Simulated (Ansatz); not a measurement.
`OCCCCCO`, charge 0, multiplicity 1.

Problem. Give a relaxed structure at PBE0-D4/def2-TZVP (the Gaussian-basis code of Ansatz). (Best estimate.)

Solution. Computed: 
Z-matrix (Å, degrees):
```
C
C 1 1.517
O 1 1.413 2 112.8
H 1 1.094 2 109.7 3 -117.5
H 1 1.099 2 110.8 3 124.5
C 2 1.523 1 114.0 3 174.5
H 2 1.099 1 109.1 3 -62.7
H 2 1.094 1 107.7 3 52.5
H 3 0.961 1 108.2 2 59.4
C 6 1.521 2 114.5 1 68.0
H 6 1.095 2 109.7 1 -55.1
H 6 1.096 2 108.9 1 -170.5
C 10 1.517 6 113.1 2 179.3
H 10 1.097 6 109.8 2 58.1
H 10 1.097 6 110.7 2 -58.6
O 13 1.414 10 113.2 6 61.7
H 13 1.094 10 110.0 6 -55.9
H 13 1.099 10 110.0 6 -173.8
H 16 0.961 13 108.2 10 63.5
```
This is one stationary point; other conformers may exist.
